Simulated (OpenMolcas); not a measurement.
**Cu6+, Ag6+, Au6+: d⁵ down the group**

```json
{
 "Program": "OpenMolcas",
 "Method": "MS-CASPT2, IPEA 0.25 Eh, imaginary shift 0.1 Eh",
 "Basis": "ANO-RCC-VTZP",
 "Scalar Hamiltonian": "DKH2, point nucleus",
 "Spin-orbit coupling": "RASSI with atomic mean-field integrals over the reference wave functions, term energies averaged over their components"
}
```

Active space for each ion: 5 electrons in 10 orbitals (d d); closed shells correlated by CASPT2: Cu6+ 3s 3p; Ag6+ 4s 4p; Au6+ 5s 5p.

Computed levels in cm-1 above ⁶S_5/2:

```
                               Level   Cu6+   Ag6+   Au6+
                              ⁴G_7/2  47960  32250  27650
                             ⁴G_11/2  48060  32580  29920
                              ⁴G_9/2  48070  32740  31570
                              ⁴P_1/2  53240  36570  33410
                              ⁴D_7/2  57380  38560  38600
                              ⁴D_1/2  57690  40550  45150
                             ²I_11/2  70010  46980  45250
                             ²I_13/2  70350  48450  50430
                           ²F_7/2(1)  77100  56010  65180
weight of ⁶S in the lowest level (%)    100     98     75
```

Mixed levels, with the weight of the term that names them: Ag6+ ⁴P_1/2 (69 %), Ag6+ ⁴D_1/2 (70 %), Ag6+ ²F_7/2(1) (52 %), Au6+ ⁶S_5/2 (75 %), Au6+ ⁴G_7/2 (55 %), Au6+ ⁴G_11/2 (69 %), Au6+ ⁴G_9/2 (74 %), Au6+ ⁴P_1/2 (59 %), Au6+ ⁴D_7/2 (50 %), Au6+ ⁴D_1/2 (68 %), Au6+ ²I_11/2 (67 %), Au6+ ²F_7/2(1) (54 %).

Measured, with the error of the calculation in %. Measured levels: Cu6+, Ag6+ from the list in Gamrath, thesis, University of Mons (2023).

| Level | Cu6+ | Ag6+ |
| --- | --- | --- |
| ⁴G_7/2 |  | 30378 (+6.2) |
| ⁴G_11/2 |  | 30662 (+6.3) |
| ⁴G_9/2 |  | 30907 (+5.9) |
| ⁴P_1/2 | 51407 (+3.6) | 34605 (+5.7) |
| ⁴D_7/2 | 55742 (+2.9) | 36485 (+5.7) |
| ⁴D_1/2 | 56210 (+2.6) | 38685 (+4.8) |
| ²I_11/2 | 67757 (+3.3) | 44011 (+6.7) |
| ²I_13/2 | 67918 (+3.6) | 45546 (+6.4) |
| ²F_7/2(1) | 74408 (+3.6) |  |

Without spin-orbit coupling ⁴G lies 48010, 32460, 28720 cm-1 above ⁶S in that order; the difference to the level ⁴G_7/2, of either sign, comes from spin-orbit coupling, which also lowers the zero.

CASPT2 does not keep the components of a term degenerate, so their means are used; among the terms shown or strongly mixed into the levels shown the widest spread is 600 cm-1 (4d⁵ ²H, Ag6+). Active for correlation alone: 4d; no level in the range computed is led by a configuration that fills it, so any true level of that kind is missing (holds for Cu6+). Active for correlation alone: 5d; no level in the range computed is led by a configuration that fills it, so any true level of that kind is missing (holds for Ag6+). Blocks of more than 70 roots (2S+1 = 2 even) ran without multistate coupling (holds for Au6+). Active for correlation alone: 6d; no level in the range computed is led by a configuration that fills it, so any true level of that kind is missing (holds for Au6+). Computed and measured levels are paired by configuration, term and J; levels that our copy of the source lacks, or whose pairing is in doubt (as where it misses far off the trend of its configuration), stay unpaired and out of the deviations. Levels of configurations outside the active space are missing.

A number in round brackets counts repeated terms of one configuration in the order of the reference energies.
